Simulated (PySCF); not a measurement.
Ligands exchanged one at a time, Ge F-H. Gas-phase values, no solvent. Strings in code marks are SMILES.

Level of theory: r2SCAN-D4/def2-TZVP (PySCF). All candidates: neutral, multiplicity 1. Delta-SCF ions had no search for a lower state. Excitations are Tamm–Dancoff values on a coarser integration grid. The basis has no diffuse functions, so Rydberg states are missing or too high.

```yaml
S1 excitation (TDA): 8.56 eV
vertical ionisation energy (Delta-SCF): 14.57 eV
dipole_moment: 0.00 D
```

Task: Which member has these values?
(A) `[F][Ge]([F])([F])[F]`
(B) `[F][GeH]([F])[F]`
(C) `[F][GeH3]`
(D) `[F][GeH2][F]`

Result: A, `[F][Ge]([F])([F])[F]`. The others give `[F][GeH]([F])[F]`: 9.20 eV, 13.53 eV, 2.40 D; `[F][GeH2][F]`: 8.39 eV, 12.32 eV, 2.54 D; `[F][GeH3]`: 7.93 eV, 12.06 eV, 2.06 D
